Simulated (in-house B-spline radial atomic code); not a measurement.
How numerical settings move a run on I III (I2+), [Kr] 4d10 5s2 5p3. Computed with an all-electron radial atomic-structure program (B-spline basis): Dirac-Hartree-Fock, average of configuration, Fermi nucleus of rms radius 4.75 fm.

Command:
```bash
python run_scf.py task.json out
```
Settings of the sound reference run:
```
Z                53
electrons        51
configuration    [Kr] 4d10 5s2 5p3
hamiltonian      dirac
method           hf
spin_polarised   False
nucleus          fermi
rms_radius       4.75
mass_number      127
atomic_mass      126.9045
speed_of_light   137.036
knot_spacing     0.22
spline_order     8
gauss_points     12
box_radius       22.22
max_iterations   70
damping          0.5
damped_steps     3
diis_vectors     10
tolerance        1e-08
start            Thomas-Fermi
```

Cost of the run: 1.6 s on 1 thread of AMD EPYC 7R43 64-Core Processor, on a shared host.

It converges in 10 iterations to -7114.718880 hartree, with 5p3/2 at -28.4916 eV. The other runs change the listed settings, some to values that make no sense; their results aren't properties of the atom or ion. Radii are in bohr (the nuclear one in fm), a minus after a letter asks for a j subshell, and «unchanged» means within 1e-8 hartree. The run stops when the residual is below 10 × tolerance × max(1, Z/10), or a noise floor if that is larger, and the energy moves by less than 1e-8 × √|E| hartree; so very loose and very tight tolerances often act alike.

| changed settings | outcome |
| --- | --- |
| first_knot = 0.0189 | converged in 10 iterations, energy +1.84e+00 hartree from the reference, 5p3/2 level +2.1e-02 eV |
| first_knot = 0.000189, max_iterations = 75, diis_vectors = 4 | converged in 10 iterations, energy +2.11e-04 hartree from the reference, 5p3/2 level +2.1e-06 eV |
| box_radius = 3.33 | converged in 9 iterations, energy +7.11e-01 hartree from the reference, 5p3/2 level +7.7e+00 eV (the program warns: 5p3/2 reaches the box edge; 4s1/2 reaches the box edge) |
| first_knot = 0.000189 | converged in 10 iterations, energy +2.11e-04 hartree from the reference |
| knot_spacing = 0.15, spline_order = 3, first_knot = 1.89e-06, max_iterations = 8 | not converged after 8 iterations, last residual 1.5e-05, last energy +4.65e-02 hartree from the reference |
| box_radius = 0.89 | converged in 8 iterations, energy +3.96e+02 hartree from the reference, 5p3/2 level +1.4e+03 eV (the program warns: 5p3/2 has a positive eigenvalue: unbound, held by the box; 4s1/2 has a positive eigenvalue: unbound, held by the box) |
| box_radius = 11.11 | converged in 10 iterations, energy +1.52e-08 hartree from the reference, 5p3/2 level +8.5e-07 eV |
| first_knot = 1.89e-05 | converged in 10 iterations, energy unchanged |
| speed_of_light = 47.71593 | converged in 10 iterations to -8621.8319 hartree, a different physical problem |
| start = bare nucleus | converged in 11 iterations, energy unchanged, 5p3/2 level -1.1e-06 eV |
| box_radius = 1.33 | converged in 8 iterations, energy +7.94e+01 hartree from the reference, 5p3/2 level +3.9e+02 eV (the program warns: 5p3/2 has a positive eigenvalue: unbound, held by the box; 4d3/2 has a positive eigenvalue: unbound, held by the box) |
| first_knot = 1.89e-06 | converged in 9 iterations, energy -4.09e-08 hartree from the reference, 5p3/2 level +1.0e-05 eV |
| box_radius = 4.44 | converged in 10 iterations, energy +7.91e-02 hartree from the reference, 5p3/2 level +1.2e+00 eV (the program warns: 5p3/2 reaches the box edge; 4d3/2 reaches the box edge) |
| knot_spacing = 0.4, max_iterations = 2, tolerance = 1e-05, start = bare nucleus | not converged after 2 iterations, last residual 9.4e+00, last energy +8.31e+02 hartree from the reference |
| knot_spacing = 0.55, spline_order = 10, gauss_points = 4, box_radius = 4.44, max_iterations = 100 | converged in 10 iterations, energy +1.09e-01 hartree from the reference, 5p3/2 level +1.2e+00 eV (the program warns: 5p3/2 reaches the box edge; 4d3/2 reaches the box edge) |

(1) What happens with first_knot = 0.00566?

(2) What happens with first_knot = 0.00189?

(3) What happens with electrons = 55, configuration = [Kr] 4d10 5s2 5p7, max_iterations = 50?

(4) What happens with first_knot = 0.0566?

## Answers

(1) Converged in 10 iterations, energy -6.07e-02 hartree from the reference, 5p3/2 level +1.7e-03 eV.

(2) Converged in 10 iterations, energy +2.38e-03 hartree from the reference, 5p3/2 level +1.2e-04 eV.

(3) Stopped with error: shell 5p holds at most 6 electrons.

(4) Converged in 10 iterations, energy +2.32e+01 hartree from the reference, 5p3/2 level +3.3e-01 eV.
